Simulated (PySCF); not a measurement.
# Computed records: AlBH₂NO, BClFH₂O, BH₄O₃, BClH₃O and others

Computed with PySCF 2.14.0. Calculation on a computer-drawn molecule: the log of a Hartree-Fock and frozen-core CCSD(T) single point meant for a local Hartree-Fock minimum, with one planted fault or none, to be diagnosed. Offsets are logged minus clean, where the clean run is the same molecule without the fault. The reference is restricted for singlets and unrestricted otherwise, and also for a bond in bohr or an excited solution. Adding or removing an electron swaps singlet and doublet. The excited solution moves the top pair (singlet) or top alpha electron (doublet) to the lowest empty orbital. Highest occupied and lowest empty are orbital energies over both spins, largest force is the largest gradient component, triples share is (T) over the correlation energy, the T1 limit is 0.02 restricted and 0.045 unrestricted, electrons count all cores, a negative frequency is imaginary (commonest isotopes), and the dipole is about the centre of nuclear charge.

Common to all runs: meant multiplicity 1; logged SCF converged yes; logged CC converged yes; logged SCF stable within its kind yes; possible faults no fault, one electron removed, one electron added, multiplicity raised by two, geometry at a saddle point, SCF held on an excited solution, minimal basis STO-3G, one bond length entered in bohr, all coordinates scaled.

(1) 
```xyz
6
formula=AlBH2NO meant_charge=1 meant_basis=cc-pV(D+d)Z logged_electrons=33 logged_basis_functions=75 logged_spin_squared=0.7601 logged_highest_occupied=-24.823 logged_lowest_empty=-13.041 logged_largest_force=0.14166 logged_T1_diagnostic=0.028328 logged_D1_diagnostic=0.14241 logged_triples_share=0.027143 logged_dipole_magnitude=3.9265 logged_energy_HF=-396.40567 logged_energy_CCSD(T)=-396.84977 planted_fault=one_electron_removed HF_energy_offset_from_clean_run=336.3 CCSD(T)_energy_offset_from_clean_run=362.7
O     -1.9566     2.0150     0.0304
B     -1.4997     0.8269    -0.1465
N     -0.9960    -0.3464    -0.2841
Al    -0.2704    -1.8401    -0.3988
H     -2.7444     2.3299    -0.3980
H      0.3909    -3.2226    -0.5129
```

Units: logged_highest_occupied, logged_lowest_empty in eV; logged_largest_force in hartree/bohr; logged_dipole_magnitude in debye; logged_energy_HF, logged_energy_CCSD(T) in hartree; HF_energy_offset_from_clean_run, CCSD(T)_energy_offset_from_clean_run in kcal/mol.

Drawn bonds:
| atom | other atom | order |
| --- | --- | --- |
| 1 | 2 | 1 |
| 2 | 3 | 1 |
| 3 | 4 | 2 |
| 1 | 5 | 1 |
| 4 | 6 | 1 |

(2) 
```xyz
6
formula=BClFH2O meant_charge=-1 meant_basis=aug-cc-pV(D+d)Z logged_electrons=42 logged_basis_functions=119 logged_spin_squared=0 logged_highest_occupied=-6.9125 logged_lowest_empty=3.6379 logged_largest_force=0.06504 logged_T1_diagnostic=0.023945 logged_D1_diagnostic=0.099417 logged_triples_share=0.032173 logged_dipole_magnitude=8.1894 logged_energy_HF=-659.7133 logged_energy_CCSD(T)=-660.43817 planted_fault=one_bond_length_entered_in_bohr,row_2_of_the_drawn_bonds HF_energy_offset_from_clean_run=94.41 CCSD(T)_energy_offset_from_clean_run=84.59
O     -2.6203     1.3279    -1.7910
B     -1.2724     1.5251    -2.1291
F     -1.0134     3.0878    -4.1941
Cl    -0.4204     2.6648    -0.4144
H     -2.6854     0.9467    -0.9334
H     -0.5071     0.5890    -2.1011
```

Units: logged_highest_occupied, logged_lowest_empty in eV; logged_largest_force in hartree/bohr; logged_dipole_magnitude in debye; logged_energy_HF, logged_energy_CCSD(T) in hartree; HF_energy_offset_from_clean_run, CCSD(T)_energy_offset_from_clean_run in kcal/mol.

Drawn bonds:
| atom | other atom | order |
| --- | --- | --- |
| 1 | 2 | 1 |
| 2 | 3 | 1 |
| 2 | 4 | 1 |
| 1 | 5 | 1 |
| 2 | 6 | 1 |

(3) 
```xyz
8
formula=BH4O3 meant_charge=-1 meant_basis=aug-cc-pVDZ logged_electrons=34 logged_basis_functions=128 logged_spin_squared=0 logged_highest_occupied=-5.1919 logged_lowest_empty=4.0753 logged_largest_force=2.44e-05 logged_lowest_frequency=187.2 logged_T1_diagnostic=0.015885 logged_D1_diagnostic=0.041541 logged_triples_share=0.028814 logged_dipole_magnitude=2.1854 logged_energy_HF=-251.76431 logged_energy_CCSD(T)=-252.5354 planted_fault=no_fault HF_energy_offset_from_clean_run=0 CCSD(T)_energy_offset_from_clean_run=0
O     -0.2507    -1.8750    -0.8176
B      0.8075    -1.3377     0.0633
O      1.7401    -2.4840     0.3196
O      1.4849    -0.2156    -0.6056
H     -0.3296    -2.7952    -0.6381
H      0.3633    -0.8973     1.1548
H      2.4081    -2.1925     0.9139
H      1.6863    -0.4972    -1.4829
```

Units: logged_highest_occupied, logged_lowest_empty in eV; logged_largest_force in hartree/bohr; logged_lowest_frequency in cm⁻¹; logged_dipole_magnitude in debye; logged_energy_HF, logged_energy_CCSD(T) in hartree; HF_energy_offset_from_clean_run, CCSD(T)_energy_offset_from_clean_run in kcal/mol.

Drawn bonds:
| atom | other atom | order |
| --- | --- | --- |
| 1 | 2 | 1 |
| 2 | 3 | 1 |
| 2 | 4 | 1 |
| 1 | 5 | 1 |
| 2 | 6 | 1 |
| 3 | 7 | 1 |
| 4 | 8 | 1 |

(4) 
```xyz
6
formula=BClH3O meant_charge=-1 meant_basis=aug-cc-pV(D+d)Z logged_electrons=34 logged_basis_functions=105 logged_spin_squared=0 logged_highest_occupied=-5.1061 logged_lowest_empty=4.1336 logged_largest_force=0.081336 logged_T1_diagnostic=0.012006 logged_D1_diagnostic=0.033908 logged_triples_share=0.027586 logged_dipole_magnitude=2.0493 logged_energy_HF=-560.89559 logged_energy_CCSD(T)=-561.40753 planted_fault=all_coordinates_scaled,by_-6.2_% HF_energy_offset_from_clean_run=12.17 CCSD(T)_energy_offset_from_clean_run=15.26
O     -1.9867    -0.8047     2.6085
B     -2.2221    -0.1184     1.4908
Cl    -0.4193    -0.0216     0.4562
H     -1.4485    -0.3484     3.1385
H     -2.8821    -0.6749     0.7532
H     -2.4045     1.0032     1.6086
```

Units: logged_highest_occupied, logged_lowest_empty in eV; logged_largest_force in hartree/bohr; logged_dipole_magnitude in debye; logged_energy_HF, logged_energy_CCSD(T) in hartree; HF_energy_offset_from_clean_run, CCSD(T)_energy_offset_from_clean_run in kcal/mol.

Drawn bonds:
| atom | other atom | order |
| --- | --- | --- |
| 1 | 2 | 1 |
| 2 | 3 | 1 |
| 1 | 4 | 1 |
| 2 | 5 | 1 |
| 2 | 6 | 1 |

(5) 
```xyz
6
formula=AlBFH2O meant_charge=1 meant_basis=cc-pV(D+d)Z logged_electrons=36 logged_basis_functions=75 logged_spin_squared=0 logged_highest_occupied=-17.011 logged_lowest_empty=-4.6983 logged_largest_force=3.719e-05 logged_lowest_frequency=102.43 logged_T1_diagnostic=0.018456 logged_D1_diagnostic=0.054001 logged_triples_share=0.022873 logged_dipole_magnitude=4.0909 logged_energy_HF=-441.91881 logged_energy_CCSD(T)=-442.44862 planted_fault=no_fault HF_energy_offset_from_clean_run=0 CCSD(T)_energy_offset_from_clean_run=0
O      1.3960    -1.3471    -3.1059
B      1.8486    -1.6502    -1.9177
Al     2.9857     0.0712    -1.0507
F      3.8048     1.3153    -0.4269
H      0.8931    -2.0113    -3.5719
H      1.7551    -2.6372    -1.2670
```

Units: logged_highest_occupied, logged_lowest_empty in eV; logged_largest_force in hartree/bohr; logged_lowest_frequency in cm⁻¹; logged_dipole_magnitude in debye; logged_energy_HF, logged_energy_CCSD(T) in hartree; HF_energy_offset_from_clean_run, CCSD(T)_energy_offset_from_clean_run in kcal/mol.

Drawn bonds:
| atom | other atom | order |
| --- | --- | --- |
| 1 | 2 | 1 |
| 2 | 3 | 1 |
| 3 | 4 | 1 |
| 1 | 5 | 1 |
| 2 | 6 | 1 |

(6) 
```xyz
7
formula=AlBH4O meant_charge=0 meant_basis=cc-pV(D+d)Z logged_electrons=30 logged_basis_functions=71 logged_spin_squared=0 logged_highest_occupied=-9.7391 logged_lowest_empty=0.7608 logged_largest_force=3.818e-05 logged_lowest_frequency=-90.575 logged_T1_diagnostic=0.015696 logged_D1_diagnostic=0.053166 logged_triples_share=0.022967 logged_dipole_magnitude=2.1683 logged_energy_HF=-343.80624 logged_energy_CCSD(T)=-344.18909 planted_fault=geometry_at_a_saddle_point HF_energy_offset_from_clean_run=0.9289 CCSD(T)_energy_offset_from_clean_run=0.6707
O     -1.6370    -0.5358     0.0000
B     -0.6651     0.4074     0.0000
Al     1.4105    -0.2548     0.0000
H     -2.5156    -0.1833     0.0000
H     -1.0066     1.5718     0.0000
H      2.6109     0.7883     0.0000
H      1.8029    -1.7936     0.0000
```

Units: logged_highest_occupied, logged_lowest_empty in eV; logged_largest_force in hartree/bohr; logged_lowest_frequency in cm⁻¹; logged_dipole_magnitude in debye; logged_energy_HF, logged_energy_CCSD(T) in hartree; HF_energy_offset_from_clean_run, CCSD(T)_energy_offset_from_clean_run in kcal/mol.

Drawn bonds:
| atom | other atom | order |
| --- | --- | --- |
| 1 | 2 | 1 |
| 2 | 3 | 1 |
| 1 | 4 | 1 |
| 2 | 5 | 1 |
| 3 | 6 | 1 |
| 3 | 7 | 1 |

(7) 
```xyz
6
formula=AlBH2O2 meant_charge=0 meant_basis=cc-pV(D+d)Z logged_electrons=36 logged_basis_functions=75 logged_spin_squared=1.1139 logged_highest_occupied=-6.7189 logged_lowest_empty=0.66285 logged_largest_force=0.01879 logged_T1_diagnostic=0.085564 logged_D1_diagnostic=0.43797 logged_triples_share=0.032037 logged_dipole_magnitude=2.6688 logged_energy_HF=-417.39947 logged_energy_CCSD(T)=-417.92518 planted_fault=one_bond_length_entered_in_bohr,row_2_of_the_drawn_bonds HF_energy_offset_from_clean_run=99.12 CCSD(T)_energy_offset_from_clean_run=108.1
O     -1.7793    -2.2494     0.4085
B     -0.8055    -1.7849     1.2562
O      0.2564     0.5495     0.8751
Al    -0.1282    -3.0529     2.9826
H     -2.0186    -1.6641    -0.2992
H     -0.0752     1.0326     0.1284
```

Units: logged_highest_occupied, logged_lowest_empty in eV; logged_largest_force in hartree/bohr; logged_dipole_magnitude in debye; logged_energy_HF, logged_energy_CCSD(T) in hartree; HF_energy_offset_from_clean_run, CCSD(T)_energy_offset_from_clean_run in kcal/mol.

Drawn bonds:
| atom | other atom | order |
| --- | --- | --- |
| 1 | 2 | 1 |
| 2 | 3 | 1 |
| 2 | 4 | 1 |
| 1 | 5 | 1 |
| 3 | 6 | 1 |

Notes: T1 above single-reference limit.

(8) 
```xyz
6
formula=AlBH2O2 meant_charge=0 meant_basis=cc-pV(D+d)Z logged_electrons=35 logged_basis_functions=75 logged_spin_squared=0.7875 logged_highest_occupied=-15.236 logged_lowest_empty=-5.4994 logged_largest_force=0.057016 logged_T1_diagnostic=0.019344 logged_D1_diagnostic=0.060902 logged_triples_share=0.025625 logged_dipole_magnitude=3.9397 logged_energy_HF=-417.32963 logged_energy_CCSD(T)=-417.83809 planted_fault=one_electron_removed HF_energy_offset_from_clean_run=142.9 CCSD(T)_energy_offset_from_clean_run=162.8
O     -1.7793    -2.2494     0.4085
B     -0.8055    -1.7849     1.2562
O     -0.2436    -0.5496     1.0545
Al    -0.1282    -3.0529     2.9826
H     -2.0186    -1.6641    -0.2992
H     -0.5752    -0.0665     0.3078
```

Units: logged_highest_occupied, logged_lowest_empty in eV; logged_largest_force in hartree/bohr; logged_dipole_magnitude in debye; logged_energy_HF, logged_energy_CCSD(T) in hartree; HF_energy_offset_from_clean_run, CCSD(T)_energy_offset_from_clean_run in kcal/mol.

Drawn bonds:
| atom | other atom | order |
| --- | --- | --- |
| 1 | 2 | 1 |
| 2 | 3 | 1 |
| 2 | 4 | 1 |
| 1 | 5 | 1 |
| 3 | 6 | 1 |
